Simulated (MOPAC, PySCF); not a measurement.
C₃H₉In, SMILES `[CH3][In]([CH3])[CH3]`, neutral singlet in the gas phase. 

Cartesian coordinates (Å):
```xyz
13

C     -0.0233     2.1576     0.1726
In     0.0009     0.0012    -0.0024
C     -1.8611    -1.0983    -0.0799
C      1.8852    -1.0582    -0.0955
H     -0.4362     2.4439     1.1435
H      0.9761     2.5844     0.0821
H     -0.6652     2.5933    -0.5964
H     -1.9778    -1.6887     0.8328
H     -1.8564    -1.7951    -0.9210
H     -2.7215    -0.4351    -0.1746
H      2.5631    -0.7029     0.6835
H      2.3649    -0.8672    -1.0592
H      1.7513    -2.1349     0.0145
```
Charge 0, multiplicity 1.

All levels are single points at this geometry (PBE0-D4/def2-TZVP); Pople sets use spherical d functions. Orbital energies aren't observables, and empty levels follow the basis.

B3LYP/6-311+G** (LANL2DZ on In) in PySCF gives dipole (D) = 0.00.

**Question.** Estimate the dipole (D) from each of these levels: B3LYP-D3(BJ)/def2-TZVP in PySCF; PBE-D3(BJ)/def2-TZVP in PySCF; PBE0-D4/def2-TZVP in PySCF; B3LYP/6-31G* (LANL2DZ on In) in PySCF; BP86/6-31G* (LANL2DZ on In) in PySCF; M06-2X/6-31G* (LANL2DZ on In) in PySCF; PBE/6-31G* (LANL2DZ on In) in PySCF; SVWN5/6-31G* (LANL2DZ on In) in PySCF; HF/6-31G* (LANL2DZ on In) in PySCF; AM1 in MOPAC; PM3 in MOPAC; PM7 in MOPAC.

**Answer.** 
```json
[
 {"level": "B3LYP-D3(BJ)/def2-TZVP in PySCF", "dipole (D)": "0.00"},
 {"level": "PBE-D3(BJ)/def2-TZVP in PySCF", "dipole (D)": "0.00"},
 {"level": "PBE0-D4/def2-TZVP in PySCF", "dipole (D)": "0.00"},
 {"level": "B3LYP/6-31G* (LANL2DZ on In) in PySCF", "dipole (D)": "0.01"},
 {"level": "BP86/6-31G* (LANL2DZ on In) in PySCF", "dipole (D)": "0.01"},
 {"level": "M06-2X/6-31G* (LANL2DZ on In) in PySCF", "dipole (D)": "0.01"},
 {"level": "PBE/6-31G* (LANL2DZ on In) in PySCF", "dipole (D)": "0.01"},
 {"level": "SVWN5/6-31G* (LANL2DZ on In) in PySCF", "dipole (D)": "0.01"},
 {"level": "HF/6-31G* (LANL2DZ on In) in PySCF", "dipole (D)": "0.00"},
 {"level": "AM1 in MOPAC", "dipole (D)": "0.01"},
 {"level": "PM3 in MOPAC", "dipole (D)": "0.02"},
 {"level": "PM7 in MOPAC", "dipole (D)": "0.01"}
]
```
